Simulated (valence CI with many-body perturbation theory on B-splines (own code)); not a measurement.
Pt28+: M1 decay

Calculated by valence CI with perturbative core correlation (CI+MBPT): four valence electrons over a frozen Dirac-Fock core [Kr] 4d10, radial functions for each j: 8 s, 8 p, 9 d, 9 f, 6 g, 3 h, 2 i, with the one-electron correlation potential Σ1, the two-electron term Σ2, the three-electron term Σ3, Breit, model QED; selected CI, second order for the rest, scaled by the run's own slope (own B-spline code, finite nucleus).

The last digits are not significant, and no measured levels were compared; by estimate large intervals hold to a few tenths of a per cent, small ones and those within an open d or f shell to about a per cent. Core correlation moves these levels by up to 5500 cm⁻¹, and in measured spectra 5 to 20 % of such shifts remained as error; rates that hang on mixing are uncertain with them. Only levels of the ground parity were solved; by the run's estimate the other parity begins above the list, which can be wrong where configurations are misplaced.

Lines 1 to 50 of 120 in falling wavelength, among levels below 172780 cm⁻¹, chosen from the decays that carry over 1 % of a level's rate. Wavelengths and rates use the calculated energies. Weak lines are less certain than strong ones. Lines between different terms over intervals too small for the method are left out, as are lines whose strength nearly cancels. Where a level lies close to another of its J and parity, the split of strength between their lines is uncertain.

Levels are named by their leading jj configuration (3d3/2^4 stands for four electrons in 3d with j = 3/2), which in mixed levels can hold well under half, so a name can repeat and another be missing. Letters in brackets count levels of one name in rising energy.

```tsv
λ vac (Å)	Upper	Lower	Type	A (s⁻¹)	Branch %
15540	(4f5/2^3 4f7/2) J=2 [b]	(4f5/2^3 4f7/2) J=3 [a]	M1	2.65e+00	1.7
12290	(4f5/2^3 4f7/2) J=3 [a]	(4f5/2^3 4f7/2) J=4 [a]	M1	1.05e+01	3.6
11590	(4f5/2^3 4f7/2) J=8	(4f5/2^3 4f7/2) J=7	M1	1.49e+01	100.0
10670	(4f5/2^2 4f7/2^2) J=0 [a]	(4f5/2^2 4f7/2^2) J=1	M1	3.07e+01	8.2
8643	(4f5/2^3 4f7/2) J=2 [a]	(4f5/2^3 4f7/2) J=1 [a]	M1	2.16e+01	9.8
8598	(4f5/2^3 4f7/2) J=7	(4f5/2^2 4f7/2^2) J=6 [a]	M1	7.00e+01	100.0
8526	(4f5/2^2 4f7/2^2) J=6 [c]	(4f5/2^2 4f7/2^2) J=5 [a]	M1	1.80e+01	2.8
7817	(4f5/2^2 4f7/2^2) J=6 [d]	(4f5/2^2 4f7/2^2) J=5 [b]	M1	1.77e+01	3.8
7254	(4f5/2^3 4f7/2) J=1 [a]	(4f5/2^4) J=2	M1	9.99e+01	100.0
7008	(4f5/2^2 4f7/2^2) J=3 [b]	(4f5/2^2 4f7/2^2) J=2 [a]	M1	2.89e+01	4.3
6853	(4f5/2^3 4f7/2) J=3 [b]	(4f5/2^3 4f7/2) J=4 [a]	M1	2.59e+01	3.9
6727	(4f5/2^3 4f7/2) J=2 [b]	(4f5/2^3 4f7/2) J=1 [a]	M1	1.63e+01	10.3
6618	(4f5/2^3 4f7/2) J=1 [b]	(4f5/2^2 4f7/2^2) J=2 [a]	M1	2.74e+00	1.1
6341	(4f5/2^2 4f7/2^2) J=4 [a]	(4f5/2^3 4f7/2) J=3 [b]	M1	6.12e+01	6.6
6064	(4f5/2^2 4f7/2^2) J=3 [b]	(4f5/2^2 4f7/2^2) J=4 [b]	M1	9.56e+00	1.4
6037	(4f5/2^3 4f7/2) J=1 [b]	(4f5/2^4) J=0	M1	1.70e+02	67.1
5911	(4f5/2^2 4f7/2^2) J=5 [c]	(4f5/2^2 4f7/2^2) J=4 [b]	M1	1.77e+02	15.9
5850	(4f5/2^2 4f7/2^2) J=6 [a]	(4f5/2^3 4f7/2) J=5 [a]	M1	2.98e+02	100.0
5731	(4f5/2^2 4f7/2^2) J=5 [a]	(4f5/2^2 4f7/2^2) J=4 [a]	M1	1.51e+02	20.7
4714	(4f5/2^2 4f7/2^2) J=2 [c]	(4f5/2^2 4f7/2^2) J=2 [a]	M1	3.40e+01	1.3
4501	(4f5/2^3 4f7/2) J=3 [a]	(4f5/2^4) J=2	M1	1.71e+02	58.7
4499	(4f5/2^2 4f7/2^2) J=4 [a]	(4f5/2^3 4f7/2) J=3 [a]	M1	2.33e+02	25.4
4391	(4f5/2^3 4f7/2) J=5 [a]	(4f5/2^4) J=4	M1	6.09e+02	100.0
4350	(4f5/2^2 4f7/2^2) J=5 [a]	(4f5/2^3 4f7/2) J=5 [b]	M1	1.08e+02	14.8
4212	(4f5/2^2 4f7/2^2) J=8 [b]	(4f5/2^2 4f7/2^2) J=8 [a]	M1	2.15e+01	3.7
4073	(4f5/2^2 4f7/2^2) J=9	(4f5/2^2 4f7/2^2) J=8 [a]	M1	1.86e+02	23.6
4028	(4f5/2^3 4f7/2) J=5 [b]	(4f5/2^3 4f7/2) J=4 [a]	M1	2.85e+02	45.4
3944	(4f5/2^3 4f7/2) J=2 [a]	(4f5/2^4) J=2	M1	1.97e+02	89.6
3869	(4f5/2^2 4f7/2^2) J=8 [a]	(4f5/2^3 4f7/2) J=8	M1	4.48e+02	60.7
3719	(4f5/2^2 4f7/2^2) J=4 [c]	(4f5/2^2 4f7/2^2) J=4 [a]	M1	1.72e+01	1.7
3566	(4f5/2^2 4f7/2^2) J=4 [b]	(4f5/2^3 4f7/2) J=3 [b]	M1	6.14e+02	28.3
3556	(4f5/2^2 4f7/2^2) J=7 [a]	(4f5/2^3 4f7/2) J=7	M1	3.40e+02	29.1
3490	(4f5/2^3 4f7/2) J=2 [b]	(4f5/2^4) J=2	M1	1.40e+02	88.0
3488	(4f5/2^3 4f7/2) J=3 [b]	(4f5/2^4) J=2	M1	4.86e+02	73.8
3477	(4f5/2^2 4f7/2^2) J=3 [b]	(4f5/2^2 4f7/2^2) J=4 [a]	M1	1.12e+02	16.7
3423	(4f5/2^3 4f7/2) J=4 [a]	(4f5/2^3 4f7/2) J=5 [a]	M1	1.14e+02	10.3
3351	(4f5/2^2 4f7/2^2) J=5 [b]	(4f5/2^3 4f7/2) J=5 [b]	M1	2.28e+02	16.9
3322	(4f5/2^2 4f7/2^2) J=8 [b]	(4f5/2^2 4f7/2^2) J=7 [a]	M1	3.22e+02	55.5
3304	(4f5/2^2 4f7/2^2) J=2 [a]	(4f5/2^3 4f7/2) J=3 [b]	M1	1.71e+02	9.7
3302	(4f5/2^2 4f7/2^2) J=2 [a]	(4f5/2^3 4f7/2) J=2 [b]	M1	2.42e+02	13.7
3293	(4f5/2^2 4f7/2^2) J=4 [a]	(4f5/2^3 4f7/2) J=4 [a]	M1	2.90e+02	31.5
3185	(4f5/2^2 4f7/2^2) J=3 [a]	(4f5/2^3 4f7/2) J=2 [b]	M1	3.34e+01	2.1
3084	(4f5/2^2 4f7/2^2) J=4 [c]	(4f5/2^3 4f7/2) J=5 [b]	M1	2.39e+02	23.9
3064	(4f5/2^2 4f7/2^2) J=5 [b]	(4f5/2^2 4f7/2^2) J=6 [b]	M1	4.96e+01	3.7
2978	(4f5/2^2 4f7/2^2) J=2 [a]	(4f5/2^3 4f7/2) J=2 [a]	M1	1.12e+02	6.4
2928	(4f5/2^2 4f7/2^2) J=6 [b]	(4f5/2^2 4f7/2^2) J=6 [a]	M1	2.29e+02	13.4
2900	(4f5/2^2 4f7/2^2) J=8 [a]	(4f5/2^3 4f7/2) J=7	M1	2.87e+02	38.9
2899	(4f5/2^2 4f7/2^2) J=4 [b]	(4f5/2^3 4f7/2) J=3 [a]	M1	9.35e+01	4.3
2882	(4f5/2^2 4f7/2^2) J=3 [a]	(4f5/2^3 4f7/2) J=2 [a]	M1	9.99e+02	64.1
2880	(4f5/2^2 4f7/2^2) J=6 [c]	(4f5/2^3 4f7/2) J=5 [b]	M1	3.48e+02	54.9
```
